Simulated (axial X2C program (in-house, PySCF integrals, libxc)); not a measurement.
Photoelectron levels of CaO by EOM-IP-CCSD

Computed with an in-house all-electron X2C program for linear molecules (integrals from PySCF): two-component X2C with atomic mean-field Coulomb and Gaunt terms, Gaussian nuclei, basis Ca dyall-cv3z, O dyall-av3z with contracted cores.

R = 1.796 Å (near the PBE0 minimum at charge 0 of the determinant lowest at the starting distance; the state shown can have its own minimum elsewhere).

Hartree–Fock spinors of CaO (one of each Kramers pair; a window near the gap, which can cut inner shells):

```
  ω  occupied  ε (eV)                    character
1/2       yes  -26.33   65% O s, 18% Ca p, 9% Ca d
1/2       yes   -7.87   79% O p, 12% Ca d, 4% Ca p
1/2       yes   -7.81   80% O p, 13% Ca d, 4% Ca p
3/2       yes   -7.79   80% O p, 13% Ca d, 4% Ca p
1/2        no   -0.64   64% Ca s, 32% Ca p, 2% O p
1/2        no    0.52            95% Ca p, 4% Ca d
3/2        no    0.52            95% Ca p, 4% Ca d
1/2        no    1.08   78% Ca p, 14% Ca s, 4% O p
1/2        no    1.68  66% Ca s, 26% Ca p, 4% Ca d
1/2        no    2.25           86% Ca p, 14% Ca d
```

Vertical ionisation energies of CaO to the states of CaO⁺:

```
Ω of CaO⁺  vertical IE (eV)  above lowest (cm⁻¹)                  ionised spinor  one-hole weight
      1/2             6.571                    0             79% O pσ, 12% Ca dσ             0.92
      3/2             6.853                 2277             80% O pπ, 13% Ca dπ             0.92
      1/2             6.871                 2419             80% O pπ, 13% Ca dπ             0.92
      1/2            22.346               127236  70% O sσ, 12% Ca pσ, 10% Ca dσ             0.85
```

(1) Take the first Ω = 1/2 and Ω = 3/2 rows of π character: how far apart are they, and which lies lower?

This point took 9.4 s on 1 thread of Arm Neoverse V2 (shared host).

Reference electrons by ω block (each with its −ω partner): 1/2: 11, 3/2: 3. 16 electrons of CaO correlated (inner shells frozen), 88 natural virtual spinors (a truncated set); levels can be off by some tenths of an eV. Roots sought by Ω: (1/2: 4, 3/2: 3, 5/2: 1); the list ends where they run out and leaves out roots under 60 % one-particle weight. The solver can skip a root, and states that need a further excitation, which the method places far too high, are missing though they may lie low or lowest. T1 of the reference 0.021 (Lee–Taylor). Number of frozen shells: Ca 2 s, 1 p; O 1 s.

Results:

(1) E(3/2) − E(1/2) = 2277 − 2419 = -142 cm⁻¹ at EOM-IP-CCSD: inverted, Ω = 3/2 lower. Splittings at this level can be off by ten to twenty per cent.
